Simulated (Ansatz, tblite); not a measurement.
Removing and adding an electron: `CC(=O)SCCCCc1ccc2ccc3cccc4ccc1c2c34`. Charge 0, multiplicity 1. Geometry: PBE-D4/def2-SVP. Ansatz, gas phase; energy differences of separate SCF runs; the oxidised species was run as a doublet alone; the reduced species was run as a doublet alone.

```xyz
44

C     5.8743    1.9424   -4.3606
C     4.5004    1.5011   -3.9038
O     4.2968    0.5359   -3.1901
S     3.1827    2.5538   -4.5394
C     1.7598    1.7179   -3.7574
C     1.4906    2.1948   -2.3288
C     0.2975    1.4958   -1.6634
C     0.4811   -0.0238   -1.4693
C    -0.6461   -0.6529   -0.6850
C    -1.7033   -1.2774   -1.3730
C    -2.8006   -1.8286   -0.7052
C    -2.8884   -1.7747    0.7016
C    -4.0030   -2.3288    1.4219
C    -4.0692   -2.2661    2.7916
C    -3.0236   -1.6427    3.5580
C    -3.0700   -1.5647    4.9678
C    -2.0368   -0.9513    5.6887
C    -0.9349   -0.4020    5.0211
C    -0.8442   -0.4555    3.6121
C     0.2715    0.0933    2.8926
C     0.3404    0.0320    1.5220
C    -0.7000   -0.5829    0.7375
C    -1.8257   -1.1456    1.4348
C    -1.8972   -1.0816    2.8633
H     6.3382    1.1198   -4.9418
H     6.5104    2.1123   -3.4687
H     5.8464    2.8602   -4.9773
H     0.8921    1.9021   -4.4240
H     2.0014    0.6358   -3.7806
H     1.3201    3.2922   -2.3362
H     2.4058    2.0212   -1.7230
H    -0.6297    1.6758   -2.2516
H     0.1170    1.9656   -0.6732
H     0.5429   -0.5215   -2.4589
H     1.4603   -0.2112   -0.9793
H    -1.6567   -1.3328   -2.4726
H    -3.6088   -2.3131   -1.2747
H    -4.8094   -2.8086    0.8454
H    -4.9291   -2.6943    3.3300
H    -3.9349   -1.9950    5.4964
H    -2.0917   -0.9012    6.7869
H    -0.1238    0.0791    5.5897
H     1.0831    0.5670    3.4669
H     1.2145    0.4580    1.0098
```

The xTB rows come from tblite. Single mean-field runs in def2-TZVP are fitted with def2-universal-jkfit. HOMO above LUMO, or a gap near zero within one spin, warns that the state may not be the lowest or that an electron is smeared out.

```json
{"level": "GFN1-xTB", "−HOMO (eV)": "10.73", "vertical IE (eV)": "12.69", "−LUMO (eV)": "8.49", "vertical EA (eV)": "6.57", "HOMO–LUMO gap (eV)": "2.24", "IE − EA (eV)": "6.12", "remarks": "–"}
{"level": "GFN2-xTB", "−HOMO (eV)": "9.77", "vertical IE (eV)": "11.72", "−LUMO (eV)": "7.51", "vertical EA (eV)": "5.71", "HOMO–LUMO gap (eV)": "2.27", "IE − EA (eV)": "6.00", "remarks": "–"}
{"level": "PBE-D4/def2-TZVP", "−HOMO (eV)": "4.95", "vertical IE (eV)": "6.87", "−LUMO (eV)": "2.43", "vertical EA (eV)": "0.72", "HOMO–LUMO gap (eV)": "2.52", "IE − EA (eV)": "6.15", "remarks": "HOMO above zero (-1 doublet), gap within one spin near zero (+1 doublet), gap within one spin near zero (-1 doublet)"}
{"level": "r2SCANh-D4/def2-TZVP", "−HOMO (eV)": "5.33", "vertical IE (eV)": "6.93", "−LUMO (eV)": "2.09", "vertical EA (eV)": "0.58", "HOMO–LUMO gap (eV)": "3.24", "IE − EA (eV)": "6.36", "remarks": "HOMO above zero (-1 doublet)"}
{"level": "PBE0-D4/def2-TZVP", "−HOMO (eV)": "5.67", "vertical IE (eV)": "7.01", "−LUMO (eV)": "1.73", "vertical EA (eV)": "0.50", "HOMO–LUMO gap (eV)": "3.94", "IE − EA (eV)": "6.51", "remarks": "HOMO above zero (-1 doublet)"}
```

Relaxing the oxidised species (PBE-D4/def2-SVP) changes its energy by -0.05 eV at PBE-D4/def2-TZVP, so the adiabatic ionisation energy to this nearest minimum is 6.83 eV. At PBE0-D4/def2-TZVP it is 6.94 eV. The gap within one spin of the relaxed charge 1 doublet nearly closes, so an electron or hole may be smeared out by delocalisation error.  Relaxing the reduced species (PBE-D4/def2-SVP) changes its energy by -0.03 eV at PBE-D4/def2-TZVP, so the adiabatic electron affinity to this nearest minimum is 0.74 eV. At PBE0-D4/def2-TZVP that geometry lies 0.04 eV above the vertical one, so it gives no adiabatic value. The highest occupied level of the relaxed charge -1 doublet lies above zero (up to 0.79 eV). By energy differences its removal costs 0.74 eV (each at its own geometry, to the charge 0 singlet, at PBE-D4/def2-TZVP); self-interaction error and the lack of diffuse functions both raise the level. The gap within one spin of the relaxed charge -1 doublet nearly closes, so an electron or hole may be smeared out by delocalisation error.     A HOMO above zero means that the electron is unbound at that level or that self-interaction error raises the level; the energy of removing that electron tells which. Raw xTB energy differences between charge states are shifted by several eV; the methods need an empirical correction for them. Sets without diffuse functions give affinities that are too small.
